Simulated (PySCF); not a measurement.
Molecule: SMILES C=C(F)C#CC(F)F, C$_{5}$H$_{3}$F$_{3}$.

Geometry (Å), atoms numbered from 1 in this order:
```xyz
11

C    -2.4888    0.0723   -0.5471
C    -1.6111    0.2461    0.4315
F    -2.0181    0.6048    1.6675
C    -0.2107    0.0858    0.3090
C     0.9870   -0.0268    0.2957
C     2.4257   -0.1901    0.1689
F     2.7427   -1.4468   -0.2329
F     2.9335    0.6510   -0.7672
H    -2.1621   -0.2120   -1.5292
H    -3.5404    0.2131   -0.3745
H     2.9477    0.0052    1.1221
```

Frames of a GFN2-xTB Langevin trajectory at 300 K; GIAO PBE0/pcSseg-1 shieldings in PySCF 2.14, gas phase, non-relativistic; equivalent atoms averaged within each frame.

Scale: TMS for ¹³C (σref 186.93) and ¹H (σref 31.72); CFCl3 for ¹⁹F (σref 170.95) (reference shieldings calculated alike). The references are static minima.

Task: How do the shifts (ppm) fluctuate along the trajectory?

Result: 
```tsv
time (fs)	C2	C1	C6	C5	C4	F3	F7/F8	H11	H9	H10
250	160.3	118.8	111.9	95.3	92.1	-106.9	-118.4	5.89	5.47	5.32
425	161.8	120.7	106.9	99.8	89.9	-84.4	-134.5	5.54	5.99	6.47
625	160.5	126.8	111.3	95.4	94.5	-102.5	-122.9	6.61	6.43	6.51
800	159.6	112.1	106.8	88.0	87.3	-76.6	-136.1	6.73	6.58	6.44
1000	157.3	116.3	117.4	89.9	94.8	-108.9	-116.1	6.86	5.27	5.38
mean of frames	159.9	118.9	110.9	93.7	91.7	-95.9	-125.6	6.32	5.95	6.02
standard deviation	1.6	5.5	4.4	4.7	3.2	14.5	9.2	0.58	0.58	0.62
```

5 frames give an uncertainty of the mean of about the standard deviation over 2.2 at best, since frames this close in time may not be independent; classical motion lacks zero-point vibration, and the reference would need the same averaging.
